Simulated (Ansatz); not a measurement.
Al₂Te₄⁻, relaxed as a doublet with UKS PBE-D4/def2-SVPD in Ansatz, starting from the GFN1-xTB geometry. Force threshold 0.02 eV/Å.

In the def2 sets Te takes a core potential; there is no spin–orbit coupling. The structure comes from a short search, and lower isomers may exist.

Start:

Cartesian coordinates in Å:
```
Al 0.6380 0.0602 1.6161
Al -0.6447 -0.0602 -1.6134
Te 0.8373 1.6032 -0.3924
Te -1.5136 -0.1523 -3.8420
Te -0.8550 -1.5975 0.3991
Te 1.5380 0.1466 3.8327
```

| step | energy (eV) | largest force component (eV/Å) | SCF passes |
| --- | --- | --- | --- |
| 1 | -42363.8839 | 1.386 | 26 |
| 2 | -42364.3029 | 0.375 | 28 |
| 3 | -42364.3574 | 0.051 | 21 |
| 4 | -42364.3584 | 0.003 | 21 |

Force components are those of the run's own axes.

End:

```csv
atom,x (Å),y (Å),z (Å)
Al1,0.567,0.054,1.435
Al2,-0.573,-0.054,-1.433
Te3,0.939,1.794,-0.441
Te4,-1.473,-0.148,-3.736
Te5,-0.954,-1.788,0.447
Te6,1.494,0.142,3.728
```

By distances, no bond broke or formed. The bond that changes most is Al2–Te4, from 2.39 to 2.48 Å (atoms count from 1).

No frequencies were taken in this run, so the end may be a saddle point.

Hardware: 4 threads of Intel Xeon on a shared host. Wall time 62 s.
